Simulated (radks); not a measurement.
Effect of the nuclear size on the titanium ion Ti3+, [Ar] 3d1. All-electron calculation, Dirac Kohn-Sham, relativistic LDA (MacDonald-Vosko exchange, VWN5 correlation), spin-unpolarised, spherical densities, finite nucleus; open shells fill j = l - 1/2 first; Fermi nuclear charge, rms radius 3.5921 fm. Program: a radial shooting solver on a logarithmic mesh with Libxc functionals. The rms radius is varied about that value; shifts are against it.

rms radius (fm)  total energy shift (eV)  density at nucleus (e/bohr^3)  1s1/2 shift (meV)  2s1/2 shift (meV)  3s1/2 shift (meV)
3.1287                           -0.0117                           8446              -4.93             -0.411             -0.057
3.3622                          -0.00599                           8428              -2.53             -0.211             -0.029
3.5921                                 0                           8410              0.000              0.000              0.000
3.8867                           0.00823                           8390               3.47              0.290              0.040
4.1201                            0.0152                           8375               6.41              0.535              0.075

Slopes of the eigenvalues against <r^2> in GHz/fm^2, as finite differences over the two radii next to the reference (eigenvalue slopes, not the field-shift constants of lines): 1s1/2 382, 2s1/2 31.8, 3s1/2 4.45.
